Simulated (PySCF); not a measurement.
PySCF 2.14 output of an unrestricted B2PLYP calculation on a single atom or ion in ANO-RCC-VTZP (8s7p5d3f2g1h, 104 functions), with the spin-free X2C one-electron Hamiltonian (Gaussian nucleus):

```
SCF conv_tol = 1e-09
number electrons alpha = 36  beta = 31
    A. D. Becke.,  Phys. Rev. A 38, 3098 (1988)
    C. Lee, W. Yang, and R. G. Parr.,  Phys. Rev. B 37, 785 (1988)
    B. Miehlich, A. Savin, H. Stoll, and H. Preuss.,  Chem. Phys. Lett. 157, 200 (1989)
cycle= 1 E= -12614.1121346058  delta_E= -0.0098  |g|= 0.243  |ddm|= 0.141
cycle= 2 E= -12614.1169499049  delta_E= -0.00482  |g|= 0.456  |ddm|=  0.6
cycle= 3 E= -12614.1389984167  delta_E= -0.022  |g|= 0.0551  |ddm|= 1.07
cycle= 4 E= -12614.1189523833  delta_E= 0.02  |g|= 0.0182  |ddm|= 0.725
cycle= 5 E= -12614.1184379432  delta_E= 0.000514  |g|= 0.01  |ddm|= 0.0516
cycle= 6 E= -12614.1181528146  delta_E= 0.000285  |g|= 0.00339  |ddm|= 0.0559
cycle= 7 E= -12614.1181407131  delta_E= 1.21e-05  |g|= 0.0013  |ddm|= 0.0146
cycle= 8 E= -12614.1181588989  delta_E= -1.82e-05  |g|= 0.00187  |ddm|= 0.0264
cycle= 9 E= -12614.1181413988  delta_E= 1.75e-05  |g|= 0.000744  |ddm|= 0.0242
cycle= 10 E= -12614.1181427171  delta_E= -1.32e-06  |g|= 0.000393  |ddm|= 0.00732
cycle= 11 E= -12614.1181446031  delta_E= -1.89e-06  |g|= 0.000387  |ddm|= 0.00638
cycle= 12 E= -12614.1181441753  delta_E= 4.28e-07  |g|= 8.01e-05  |ddm|= 0.0032
cycle= 13 E= -12614.1181441748  delta_E= 5.46e-10  |g|= 4.27e-05  |ddm|= 0.000555
cycle= 14 E= -12614.1181441791  delta_E= -4.29e-09  |g|= 2.23e-05  |ddm|= 0.000492
cycle= 15 E= -12614.1181441867  delta_E= -7.67e-09  |g|= 2.64e-05  |ddm|= 0.000584
cycle= 16 E= -12614.1181441851  delta_E= 1.59e-09  |g|= 7.32e-06  |ddm|= 0.000376
cycle= 17 E= -12614.1181441856  delta_E= -4.64e-10  |g|= 4.52e-06  |ddm|= 0.000127
converged SCF energy = -12614.1181441856  <S^2> = 8.7539639  2S+1 = 6.0013211
```

The run itself started from symmetry-adapted Hartree-Fock orbitals and held the occupation by maximum overlap, on a logarithmic radial grid, so the iterations belong to that start.

**Question.** Which element, charge and spin multiplicity is this?

**Answer.** Ho (holmium, neutral), multiplicity 6; the state was [Xe] 4f11 5d2, one real determinant (an excited configuration). The SCF energy lacks the PT2 part of the double hybrid.

⟨L²⟩ = 46.08 against 90 for a pure M term, so this real determinant mixes terms. Spin-orbit coupling, absent here, splits the open shell strongly.
